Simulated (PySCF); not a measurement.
disilylmethane (CH8Si2), singlet, at a GFN2-xTB geometry; MP2/def2-SVPD in PySCF.

Input for PySCF:
```python
from pyscf import gto, scf, mp

mol = gto.M(
    atom='''
Si    1.469501    0.675243   -0.004315
C     0.249959   -0.773362   -0.140745
Si   -1.582865   -0.324499    0.068147
H     2.839701    0.182994   -0.185178
H     1.181014    1.668952   -1.040543
H     1.358676    1.297376    1.316715
H     0.513805   -1.524899    0.604684
H     0.384534   -1.254531   -1.110514
H    -1.982528    0.632796   -0.965442
H    -1.804865    0.261220    1.391816
H    -2.402995   -1.534148   -0.060719
''',
    basis='def2-svpd',
    charge=0,
    spin=0,
    verbose=4,
)

mf = scf.RHF(mol)
mf.kernel()

pt = mp.MP2(mf, frozen=11)
pt.kernel()
print('E(MP2) = %.10f' % pt.e_tot)
mf.analyze()
```

Task: Write the output that PySCF gives for this input, abridged.

Result: 
```
PySCF version 2.14.0

[INPUT] verbose = 4
[INPUT] num. atoms = 11
[INPUT] num. electrons = 42
[INPUT] charge = 0
[INPUT] spin (= nelec alpha-beta = 2S) = 0
[INPUT] symmetry False subgroup None
[INPUT] Mole.unit = angstrom
[INPUT] Symbol           X                Y                Z      unit          X                Y                Z       unit  Magmom
[...]
nuclear repulsion = 150.449941345671
number of shells = 60
number of NR pGTOs = 194
number of NR cGTOs = 132
basis = def2-svpd
ecp = {}

******** <class 'pyscf.scf.hf.RHF'> ********
method = RHF
initial guess = minao
damping factor = 0
level_shift factor = 0
DIIS = <class 'pyscf.scf.diis.CDIIS'>
diis_start_cycle = 1
diis_space = 8
diis_damp = 0
SCF conv_tol = 1e-09
SCF conv_tol_grad = None
SCF max_cycles = 50
direct_scf = True
direct_scf_tol = 1e-13
Set gradient conv threshold to 3.16228e-05
Initial guess from minao.
init E= -619.950195054027
[...]
cycle= 1 E= -620.143739211149  delta_E= -0.194  |g|= 0.278  |ddm|= 3.07
[...]
cycle= 2 E= -620.180284542451  delta_E= -0.0365  |g|= 0.0716  |ddm|= 0.672
[...]
cycle= 3 E= -620.18338206749  delta_E= -0.0031  |g|= 0.0137  |ddm|= 0.353
[...]
cycle= 4 E= -620.183483816264  delta_E= -0.000102  |g|= 0.00368  |ddm|= 0.0559
[...]
cycle= 5 E= -620.183490970666  delta_E= -7.15e-06  |g|= 0.00118  |ddm|= 0.013
[...]
cycle= 6 E= -620.18349178968  delta_E= -8.19e-07  |g|= 0.000286  |ddm|= 0.00349
[...]
cycle= 7 E= -620.183491845415  delta_E= -5.57e-08  |g|= 6.28e-05  |ddm|= 0.000786
[...]
cycle= 8 E= -620.183491848214  delta_E= -2.8e-09  |g|= 1.19e-05  |ddm|= 0.00021
[...]
cycle= 9 E= -620.183491848336  delta_E= -1.21e-10  |g|= 2.18e-06  |ddm|= 5.44e-05
[...]
Extra cycle  E= -620.183491848339  delta_E= -3.18e-12  |g|= 8.88e-07  |ddm|= 6.47e-06
converged SCF energy = -620.183491848339

******** <class 'pyscf.mp.mp2.RMP2'> ********
nocc = 10, nmo = 121
frozen orbitals 11
E(RMP2) = -620.556720181514  E_corr = -0.373228333175269
E(SCS-RMP2) = -620.574294764941  E_corr = -0.390802916602379
E_corr(same-spin) = -0.0658512498553199
E_corr(oppo-spin) = -0.307377083319949
E(MP2) = -620.5567201815
**** SCF Summaries ****
Total Energy =                        -620.183491848338804
Nuclear Repulsion Energy =             150.449941345671135
One-electron Energy =                -1156.985322454876723
Two-electron Energy =                  386.351889260866756
Two-electron Coulomb Energy =          435.163396043281466
DFT Exchange-Correlation Energy =      -48.811506782414710
HOMO-LUMO gap [eV] =                    14.034051652184363
**** MO energy ****
[...]
 ** Mulliken pop on meta-lowdin orthogonal AOs  **
 ** Mulliken pop  **
 ** Mulliken atomic charges  **
charge of    0Si =      0.67811
charge of    1C =     -0.65647
charge of    2Si =      0.67811
charge of    3H =     -0.14907
charge of    4H =     -0.15124
charge of    5H =     -0.15124
charge of    6H =      0.10167
charge of    7H =      0.10167
charge of    8H =     -0.15124
charge of    9H =     -0.15124
charge of   10H =     -0.14907
Dipole moment(X, Y, Z, Debye):  0.19111, -0.59128, -0.10761
```
